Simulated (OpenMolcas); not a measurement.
An atom or ion with 43 electrons was computed by MS-CASPT2, IPEA 0.25 Eh, imaginary shift 0.1 Eh with spin-orbit coupling (OpenMolcas, ANO-RCC-VTZP, DKH2). The lowest levels that the run gave, each within 12 % of the measured value where one is at hand:

```tsv
J	Parity	E (cm-1)	g
9/2	even	0.0	1.327
7/2	even	3500	1.236
5/2	even	5580	1.033
3/2	even	6860	0.421
3/2	even	14920	1.586
5/2	even	15520	1.588
9/2	even	17610	1.092
1/2	even	17640	2.383
7/2	even	20980	0.895
3/2	even	22120	1.311
11/2	even	23800	1.091
1/2	even	24960	0.954
```

Question: Which ion is it, and what are the configurations and terms?

Answer: Ag4+ (Z = 47, charge +4; active space 7 electrons in 5 orbitals (4d)). J, parity and g give the terms where levels are pure, and mixed ones are named by the computed weights; the size of the splittings, set against known spectra of the 43-electron sequence, gives the charge. In order, with the measured energies in cm-1 (the list in Gamrath, thesis, University of Mons (2023)): 4d7 4F 9/2, 4d7 4F 7/2 (3690), 4d7 4F 5/2 (5816), 4d7 4F 3/2 (7097), 4d7 4P 3/2 [66 %] (14204), 4d7 4P 5/2 (14899), 4d7 2G 9/2 (16875), 4d7 4P 1/2 (17067), 4d7 2G 7/2 (20442), 4d7 2P 3/2 [44 %], 4d7 2H 11/2 (22532), 4d7 2P 1/2 (24599).

CASPT2 does not keep the components of a term degenerate, so their means are used; among the terms shown or strongly mixed into the levels shown the widest spread is 760 cm-1 (4d7 4F). Terms from blocks run as CI alone lack orbitals of their own. Computed and measured levels are paired by configuration, term and J; levels that our copy of the source lacks, or whose pairing is in doubt (as where it misses far off the trend of its configuration), stay unpaired and out of the deviations. Levels of configurations outside the active space are missing.

A share in square brackets marks a mixed level and gives the weight of the term that names it.
